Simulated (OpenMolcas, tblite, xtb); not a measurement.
## How methods differ on CH4OSb (SMILES C[O][SbH])

The species is CH4OSb (7 atoms), meant as a doublet with charge 0. As SMILES, `C[O][SbH]`. The shape comes from GFN2-xTB, which is rough for such elements, and wasn't checked as a minimum. This is one conformer, not always the lowest.

```jsonl
{"atom": "C", "x (Å)": "-0.4760", "y (Å)": "0.6415", "z (Å)": "-0.2160"}
{"atom": "O", "x (Å)": "-0.7871", "y (Å)": "-0.6413", "z (Å)": "0.2215"}
{"atom": "Sb", "x (Å)": "0.6098", "y (Å)": "-2.0805", "z (Å)": "0.3378"}
{"atom": "H", "x (Å)": "-0.3298", "y (Å)": "0.6720", "z (Å)": "-1.3006"}
{"atom": "H", "x (Å)": "0.4244", "y (Å)": "1.0332", "z (Å)": "0.2664"}
{"atom": "H", "x (Å)": "-1.3205", "y (Å)": "1.2835", "z (Å)": "0.0420"}
{"atom": "H", "x (Å)": "1.8791", "y (Å)": "-0.9084", "z (Å)": "0.6489"}
```

Each level gives the dipole moment (D). The values are calculated.

| level | kind | program | value (D) | CPU time |
| --- | --- | --- | --- | --- |
| GFN2-xTB | semi-empirical | tblite | 1.51 | under 2 s |
| GFN0-xTB | semi-empirical | xtb | 3.04 | under 2 s |
| GFN1-xTB | semi-empirical | xtb | 2.14 | under 2 s |
| IPEA1-xTB | semi-empirical | tblite | 1.63 | under 2 s |
| UHF/STO-3G | Hartree–Fock | OpenMolcas | 1.41 | 5.8 s |
| UHF/3-21G | Hartree–Fock | OpenMolcas | 1.77 | 5.9 s |
| UHF/def2-SVP (core potential) | Hartree–Fock | OpenMolcas | 1.75 | 8.7 s |
| URGE2/LANL2DZ (core potential) | GGA | OpenMolcas | 1.65 | 3.7 s |
| UPBE0/def2-SVP (core potential) | global hybrid | OpenMolcas | 1.29 | 35 s |
| UPBE0/def2-SVPD (core potential) | global hybrid | OpenMolcas | 1.23 | 100 s |

All-electron rows without a relativistic Hamiltonian named are non-relativistic, while core potentials hold scalar relativity, so basis and relativity change together. The values span 1.23 to 3.04 D. Sets without polarisation functions give poor dipoles. CPU times are rough (shared hosts, several kinds of processor): they show what a rung costs within a factor of a few.
